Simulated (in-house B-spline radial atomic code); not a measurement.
# Pb⁶⁺: [Kr] 4d10 4f14 5s2 5p5 5d8 6f1 (an excited or competing configuration)

Computed with an all-electron radial atomic-structure program (B-spline basis): Dirac-Hartree-Fock, average of configuration, Fermi nucleus of rms radius 5.5012 fm.

Effective charges: Z_r = [3n² - l(l+1)]/(2<r>) from the radius, Z_e = n√(-2ε) from the energy, and Slater's rules. Values are occupation-weighted means over j. An effective charge above Z reflects the relativistic contraction of the inner shells.

| shell | electrons | ε (eV) | <r> (bohr) | Z_r | Z_e | Slater |
| --- | --- | --- | --- | --- | --- | --- |
| 1s | 2 | -88695 | 0.01605 | 93.43 | 80.74 | 81.70 |
| 2s | 2 | -16094 | 0.06688 | 89.71 | 68.79 | 77.85 |
| 2p | 6 | -13968 | 0.06087 | 82.14 | 64.08 | 77.85 |
| 3s | 2 | -4007.7 | 0.1737 | 77.73 | 51.49 | 70.75 |
| 3p | 6 | -3379.4 | 0.1751 | 71.37 | 47.28 | 70.75 |
| 3d | 10 | -2667.8 | 0.16 | 65.62 | 42.01 | 60.85 |
| 4s | 2 | -1019.9 | 0.3839 | 62.51 | 34.63 | 54.25 |
| 4p | 6 | -808.06 | 0.4077 | 56.42 | 30.83 | 54.25 |
| 4d | 10 | -541.6 | 0.4298 | 48.86 | 25.24 | 42.85 |
| 5s | 2 | -256.08 | 0.8522 | 44.00 | 21.69 | 24.70 |
| 4f | 14 | -253.54 | 0.4502 | 39.98 | 17.27 | 31.45 |
| 5p | 5 | -194.3 | 0.9519 | 38.35 | 18.89 | 24.70 |
| 5d | 8 | -114.59 | 1.164 | 29.65 | 14.51 | 12.55 |
| 6f | 1 | -29.661 | 3.959 | 12.12 | 8.86 | 7.00 |

The least bound orbital is 6f7/2 at -29.63 eV, and it is also the most diffuse (<r> = 3.967 bohr).

Spin-orbit splittings of the orbital energies (j = l + 1/2 above j = l - 1/2 when positive): 2p 2193 eV, 3p 495.6 eV, 3d 104.5 eV, 4p 122.9 eV, 4d 23.2 eV, 4f 5.211 eV, 5p 24.12 eV, 5d 3.304 eV, 6f 0.07625 eV.

For the 1s electron the small component carries 9.78 % of the norm, the zero-frequency Breit interaction raises the level by 343.4 eV, self-energy by 222.9 eV, and vacuum polarisation lowers it by 47.57 eV.
